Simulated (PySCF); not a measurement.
CF2, charge +1, multiplicity 2. Atoms are numbered in the order given.

```xyz
3

F      0.0000    -1.0748     0.1409
C      0.0000     0.0000    -0.4228
F      0.0000     1.0748     0.1409
```
Charge +1, spin multiplicity 2.

Geometry optimised at PBE0-D3(BJ)/def2-TZVP. The isomer is the one that the SMILES or the coordinates give; other isomers of the formula were not compared.

All values below come from r2SCAN/def2-TZVPD run with PySCF.

Mulliken values depend strongly on the basis, most of all with diffuse functions as here. ESP charges are fitted to the potential on shells at 1.4 to 2.0 van der Waals radii. Atomic charges (e):

```json
[
 {"atom": "F1", "meta-Löwdin": "…", "ESP fit": "0.18", "Mulliken": "0.11", "Mulliken spin": "0.10"},
 {"atom": "C2", "meta-Löwdin": "…", "ESP fit": "0.64", "Mulliken": "0.78", "Mulliken spin": "0.80"},
 {"atom": "F3", "meta-Löwdin": "…", "ESP fit": "0.18", "Mulliken": "0.11", "Mulliken spin": "0.10"}
]
```

**Question.** Some entries are withheld; supply them. (An estimate is asked for; the answer gives what the named calculation found.)

**Answer.** 
- F1, meta-Löwdin: 0.06
- C2, meta-Löwdin: 0.89
- F3, meta-Löwdin: 0.06
